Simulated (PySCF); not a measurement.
Can point charges reproduce the dipole moment of `CC(=O)[C@@H]1C[C@@]1([SiH3])C[SiH3]`?

Coordinates (GFN2-xTB, Å) and charges (e) from the PBE0/pcSseg-1 density (PySCF):

```tsv
atom	x	y	z	Mulliken	IAO	Hirshfeld	ESP-fitted
C1	-3.043	0.510	0.058	-0.2359	-0.4693	-0.1178	-0.5825
C2	-1.668	0.386	0.657	+0.2810	+0.3931	+0.1780	+0.6693
O3	-1.288	1.112	1.560	-0.4258	-0.4210	-0.1803	-0.4877
C4	-0.789	-0.629	0.090	-0.2632	-0.2059	-0.0590	-0.2179
C5	-0.059	-1.545	1.056	-0.0384	-0.2551	-0.0749	-0.4935
C6	0.694	-0.458	0.380	-0.6194	-0.2230	-0.0693	+0.1688
Si7	1.168	1.029	1.471	+0.6236	+0.6148	+0.2676	+0.3719
C8	1.628	-0.835	-0.745	-0.3815	-0.5209	-0.1522	-0.4581
Si9	1.634	0.415	-2.180	+0.5037	+0.5970	+0.3121	+0.4386
H10	-3.622	1.261	0.589	+0.1420	+0.1686	+0.0541	+0.1684
H11	-2.952	0.796	-0.989	+0.1472	+0.1677	+0.0594	+0.1561
H12	-3.555	-0.450	0.101	+0.1418	+0.1642	+0.0570	+0.1594
H13	-1.098	-1.068	-0.852	+0.1101	+0.1474	+0.0486	+0.1334
H14	-0.305	-1.441	2.103	+0.1399	+0.1542	+0.0483	+0.1911
H15	0.073	-2.571	0.736	+0.1287	+0.1502	+0.0526	+0.1884
H16	2.646	1.010	1.356	-0.1344	-0.1660	-0.1082	-0.1719
H17	0.764	2.309	0.902	-0.0733	-0.1194	-0.0859	-0.0896
H18	0.886	0.790	2.879	-0.0822	-0.1148	-0.0817	-0.0836
H19	1.360	-1.824	-1.132	+0.1241	+0.1377	+0.0403	+0.1464
H20	2.639	-0.926	-0.344	+0.1597	+0.1566	+0.0427	+0.1414
H21	2.122	1.717	-1.734	-0.0642	-0.1110	-0.0701	-0.1036
H22	0.270	0.552	-2.707	-0.0964	-0.1276	-0.0825	-0.1310
H23	2.490	-0.114	-3.245	-0.0870	-0.1173	-0.0795	-0.1138
```

Problem. What dipole does each set of charges give (1 e·Å = 4.803 D), and what does the density give?

Solution. The full density gives (-1.88, -2.52, -1.82) D, 3.63 D in size; dipole vectors point from the negative to the positive end.

| scheme | μx | μy | μz | size (D) | share of the full size (%) | angle to the full dipole (°) |
| --- | --- | --- | --- | --- | --- | --- |
| Mulliken | -1.79 | -0.59 | -2.25 | 2.93 | 81 | 33 |
| IAO | -1.43 | -1.37 | -2.41 | 3.12 | 86 | 22 |
| Hirshfeld | -1.88 | -1.36 | -1.41 | 2.72 | 75 | 15 |
| ESP-fitted | -1.84 | -2.54 | -1.81 | 3.63 | 100 | 1 |

Problem. Which set comes closest?

Solution. Length of the difference vector: ESP-fitted 0.05 D, Hirshfeld 1.22 D, IAO 1.37 D, Mulliken 1.98 D. Closest: ESP-fitted. ESP charges are fitted to the potential around the molecule, whose slowest-falling term is the dipole's. The schemes that divide the density aren't constrained to reproduce the dipole.

Problem. What is left for the Hirshfeld atoms' own dipoles?

Solution. The shares of the density sum to the whole, so what Σ q r misses lies in dipoles about the nuclei. The atomic dipoles sum to (-1.88, -2.52, -1.82) − (-1.88, -1.36, -1.41) = (0.00, -1.16, -0.41) D, 1.22 D in size.

Problem. With the origin at the mean of the coordinates, (0.000, 0.001, 0.000) Å, which are the largest single terms, by size, of the ESP-fitted dipole along the direction of the full one?

Solution. Si7 -3.67, C1 -3.35, H16 +2.27, O3 +2.07, H12 +1.61 D; all 23 atoms together +3.63 D. The single terms depend on the origin, their sum doesn't.

Problem. Give the size of the full dipole in other units.

Solution. 3.63 D = 1.429 au = 0.756 e·Å = 12.11 × 10⁻³⁰ C·m.

The structure is a single GFN2-xTB conformer in the gas phase; no vibrational or solvent corrections.

Conformer computed: `[CH3:1][C:2](=[O:3])[C@@H:4]1[CH2:5][C@@:6]1([SiH3:7])[CH2:8][SiH3:9]`: C1–C2–C4–C5 -132°, C5–C6–C8–Si9 142°.
